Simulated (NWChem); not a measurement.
# Excited singlets of H₃BS by symmetry

SMILES: BS
```xyz
5

B      0.7964     0.9179     0.0000
H      0.3680     2.0438     0.0000
H      1.9745     0.6698     0.0000
S     -0.4203    -0.3663     0.0000
H      0.3998    -1.4414     0.0000
```
Charge 0, spin multiplicity 1.

The numbers come from NWChem runs, not from measurements. Structure: optimised with PBE0/def2-SVP, a minimum by its harmonic frequencies. It is one conformer; others weren't searched.

Basis set: def2-SVPD. Symmetry labels belong to the abelian group Cs used in the runs, with the axes of the coordinates shown. Entries are the lowest vertical excitation energy of each symmetry in eV (for CIS and TDDFT among the lowest few roots); a state of one symmetry need not have the same character in every method. Symmetries that some method's roots don't reach, or where a double excitation leads the EOM-CCSD root, are left out.

The correlated methods keep 6 core orbitals frozen. B3LYP has NWChem's definition, with VWN1-RPA local correlation. The structure started from a generated list of species. No row is a measurement; the coupled-cluster row has its own basis-set and correlation limits.

```tsv
method	a"	a'
CIS	[?]	[?]
TD-PBE	5.77	6.16
TD-B3LYP	6.10	6.32
TDA-CAM-B3LYP	6.24	6.67
EOM-CCSD	6.46	6.43
```

**Question.** Fill in the missing entries.

**Answer.** 
- CIS, a": 7.17
- CIS, a': 7.36
